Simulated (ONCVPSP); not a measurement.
## Os ONCV: all-electron and pseudo phase curves

* Element: Os
* Generator: ONCVPSP 4.0.1
* Type: optimised norm-conserving Vanderbilt (ONCV)
* Functional: LDA (Perdew-Wang 92)
* Relativity: fully relativistic
* Frozen core: [Kr] 4d10 4f14
* Valence charge: 16
* Reference configuration: 5s2 5p6 5d6 6s2
* Partial waves: 5s+6s: rc 1.95 bohr, ncon 4, nbas 9, qcut 7.5 1/bohr, 2 projectors; 5p: rc 1.15 bohr, ncon 4, nbas 7, qcut 5.7 1/bohr, 2 projectors, debl 0.5 Ha; 5d: rc 1.85 bohr, ncon 4, nbas 8, qcut 9.7 1/bohr, 1 projector
* Local potential: polynomial inside 0.90 bohr (lpopt 4, dvloc0 0 Ha)
* Core correction: polynomial model core, fcfact 0.25

Open shells are filled in proportion to 2j + 1.

In the p channel the program set the typed energies aside and used -1.751, 0.250 Ha (j = l + 1/2; the other j can differ).

The phase is arctan(r·R′/R) of the radial function R(r), unwrapped; energies in Ha, scanned from -5 to 5 Ha. A pole is an energy at which the radial function vanishes at the test radius. The pseudo phase is shifted by a multiple of π to meet the all-electron one at the reference energy, and phase errors are pseudo minus all-electron; the curves can meet again beyond the range given. Levels narrower than the energy grid can be missing from the lists of poles.

Task: For each channel, where are the poles, and over which energies does the pseudopotential scatter like the atom?

Result:

```
channel  radius (bohr)  reference energy (Ha)  poles, all-electron      poles, pseudo  unbroken range about the reference energy with phases within 0.05 rad  phase error 1 Ha above the reference energy (rad)
      s           1.98                  -0.23          -3.27, 3.32  -3.27, 1.98, 3.48                                                              below 1.9                                             -0.003
   p3/2           1.16                  -1.75                 3.82               3.79                                                        the whole range                                             -0.000
   p1/2           1.16                  -2.21                 2.26               2.25                                                        the whole range                                             -0.000
   d5/2           1.88                  -0.22                 0.87               0.85                                                              below 2.2                                             -0.004
   d3/2           1.88                  -0.26                 0.75               0.74                                                              below 2.1                                             -0.004
```

Note: no bound ghost flagged; GHOST(+) flagged for s at 55.3 eV.

Phases in the p3/2 channel:

```csv
E (Ha),all-electron,pseudo
-4.96,0.753,0.751
-4.72,0.674,0.673
-4.48,0.580,0.579
-4.24,0.469,0.467
-4.00,0.338,0.337
-3.76,0.187,0.186
-3.52,0.020,0.020
-3.28,-0.155,-0.156
-3.04,-0.330,-0.330
-2.80,-0.493,-0.494
-2.56,-0.640,-0.640
-2.32,-0.766,-0.766
-2.08,-0.873,-0.873
-1.84,-0.964,-0.964
-1.60,-1.040,-1.040
-1.36,-1.104,-1.104
-1.12,-1.159,-1.159
-0.88,-1.206,-1.206
-0.64,-1.247,-1.247
-0.40,-1.282,-1.282
-0.16,-1.314,-1.314
0.08,-1.342,-1.342
0.32,-1.367,-1.367
0.56,-1.389,-1.389
0.80,-1.409,-1.409
1.04,-1.428,-1.428
1.28,-1.445,-1.445
1.52,-1.460,-1.460
1.76,-1.475,-1.475
2.00,-1.488,-1.489
2.24,-1.501,-1.501
2.48,-1.513,-1.514
2.72,-1.525,-1.525
2.96,-1.536,-1.536
3.20,-1.546,-1.546
3.44,-1.556,-1.556
3.68,-1.565,-1.566
3.92,-1.575,-1.576
4.16,-1.584,-1.585
4.40,-1.593,-1.595
4.64,-1.601,-1.604
4.88,-1.610,-1.613
```
